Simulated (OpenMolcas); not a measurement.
neutral molybdenum.

```
Program             : OpenMolcas 26.06
Method              : RASSCF
Basis               : ANO-RCC-VDZP [6s5p3d1f]
Scalar Hamiltonian  : DKH2, point nucleus
Active space        : 6 electrons in 9 orbitals (RAS2 4d 5s; RAS3 5p, at most 2 electrons)
State averaging     : 2S+1 = 7 even, 1 root; 2S+1 = 5 even, 30 roots kept (CI in the orbitals of an earlier block); 2S+1 = 3 even, 72 roots kept (CI in the orbitals of an earlier block); 2S+1 = 1 even, 23 roots kept (CI in the orbitals of an earlier block); 2S+1 = 7 odd, 18 roots; 2S+1 = 5 odd, 13 roots kept (CI in the orbitals of an earlier block); 2S+1 = 3 odd, 3 roots kept (CI in the orbitals of an earlier block, 0 in the spin-orbit step)
Spin-orbit coupling : RASSI with atomic mean-field integrals over the reference wave functions, term energies averaged over their components
```

Levels without dynamic correlation, in cm⁻¹ above 4d⁵ 5s ⁷S₃:

```tsv
Level	E
4d⁵ 5s ⁵P₃	24443
4d⁵ 5s ⁵S₂	14291
4d⁵ 5s ⁵G₂	22112
```

On this reference, MS-RASPT2, IPEA 0.25 Eh, imaginary shift 0.1 Eh (closed shells correlated: 4s 4p) puts 4d⁵ 5s ⁵P₃ at 21740 cm⁻¹.

Task: Estimate the other levels at that method by one scale factor, and say how well it serves.

Result: The factor is 21740 / 24443 = 0.889. Scaled values beside those that MS-RASPT2 gives and measured ones (NIST Handbook of Basic Atomic Spectroscopic Data):
```json
{"Level": "4d⁵ 5s ⁵S₂", "Scaled": "12705", "MS-RASPT2": "12360", "Miss (%)": "+2.8", "Measured": "10768"}
{"Level": "4d⁵ 5s ⁵G₂", "Scaled": "19658", "MS-RASPT2": "20340", "Miss (%)": "-3.4", "Measured": "16641"}
```
For these levels the scaled values miss MS-RASPT2 by up to 3.4 %, as correlation changes each term by its own factor, spin-orbit parts do not scale and CASPT2 has its own spread within terms. This holds within one configuration; levels of others move differently, and the target method has errors of its own against measurement.

Term energies are means over components that CASPT2 splits; among the terms shown or strongly mixed into the levels shown the widest spread is 270 cm-1 (4d⁵ 5s ⁵G, MS-RASPT2). Some high roots are left out of the spin-orbit mixing, which shifts the levels that they would mix with. Terms from blocks run as CI alone lack orbitals of their own. Configurations are named by rounded mean occupations; where the s occupation lies near a half they are strongly mixed, a name can repeat and a true partner stay unpaired. Without dynamic correlation excited terms often stand tens of per cent too high (terms of higher spin than the ground term too low), and those without a measured partner can miss by more than the paired ones (holds for RASSCF). Blocks of more than 70 roots (2S+1 = 3 even) ran without multistate coupling (holds for MS-RASPT2). Some terms miss by over 15 % even with CASPT2, which points to a basis or an active space too small for the shells correlated (holds for MS-RASPT2). Computed and measured levels are paired by configuration, term and J; levels that our copy of the source lacks, or whose pairing is in doubt (as where it misses far off the trend of its configuration), stay unpaired and out of the deviations. Only configurations of the active space appear.
